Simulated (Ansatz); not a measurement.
Cost and result for the atomization energy of CH4GeS2, SMILES `C[S][Ge][SH]` (8 atoms, 7 bonds).

The species carries charge 0 and has multiplicity 1. Correlated methods include outer-core shells of Ge, which these sets cover unevenly. Scalar relativity is left out up to krypton. The geometry is a stationary point of PBE0-D4/def2-TZVP. It is one conformer, not always the lowest. Program: Ansatz. Hardware: A = 2 threads of an AMD EPYC 7R13 on a shared host; B = 2 threads of an AMD EPYC 7R13 on a shared host and a share of an NVIDIA H100 80 GB. Times are those of one run each, without the atoms' runs, and a repeat can differ threefold. Electronic energies, without spin–orbit coupling; frozen cores. CCSD(T)/CBS adds CCSD(T) − MP2 in def2-TZVPP to the MP2 limit, and its time is that of the two runs behind it. T1 = 0.014. With those shells the extrapolation isn't a true limit. B3LYP takes the VWN-RPA correlation (the form of Gaussian; ORCA's B3LYP/G).

CCSD(T)/CBS is a level of theory with its own doubt, some kJ/mol a heavy atom from the limit and from the frozen cores, so smaller differences don't rank the functionals.

```
                                 level  functions  wall time  atomization (kcal/mol)  difference from CCSD(T)/CBS  per bond
   PBE-D4/def2-TZVPP (with forces) [A]        219      3.8 s                   642.6                         14.6       2.1
                CCSD(T)/def2-TZVPP [B]        219      4.8 s                   607.6                        -20.4      -2.9
                PBE0-D4/def2-TZVPP [A]        219        5 s                   629.4                          1.4       0.2
r2SCAN-D4/def2-TZVPP (with forces) [A]        219      6.5 s                   631.9                          3.9       0.6
 B3LYP-D4/def2-TZVPP (with forces) [A]        219      7.5 s                   626.1                         -1.9      -0.3
                 B2PLYP/def2-TZVPP [A]        219      7.5 s                   616.4                        -11.6      -1.6
                ωB97X-V/def2-TZVPP [A]        219       11 s                   629.5                          1.5       0.2
  ωB97M-V/def2-TZVPP (with forces) [A]        219       15 s                   629.0                          1.0       0.2
                CCSD(T)/def2-QZVPP [B]        406       21 s                   619.5                         -8.5      -1.2
                     CCSD(T)/CBS(def2)          –       25 s                   628.0                          0.0       0.0
```

From PBE to PBE0 (25 % exact exchange), in def2-TZVPP and without D4, the atomization energy moves by −12.4 kcal/mol: exact exchange takes away binding that semilocal exchange gives to molecules. In def2-TZVPP, CCSD(T) changes the Hartree–Fock value by +168.8 kcal/mol (the triples alone add +12.9 kcal/mol) and MP2 by +175.8 kcal/mol; breaking electron pairs costs correlation energy, which Hartree–Fock lacks. The D4 term adds +8.8 kcal/mol with B3LYP and +4.5 kcal/mol with PBE0; it sums over pairs of atoms, weighted by their polarisabilities, and B3LYP, whose exchange is more repulsive, gets the larger term.
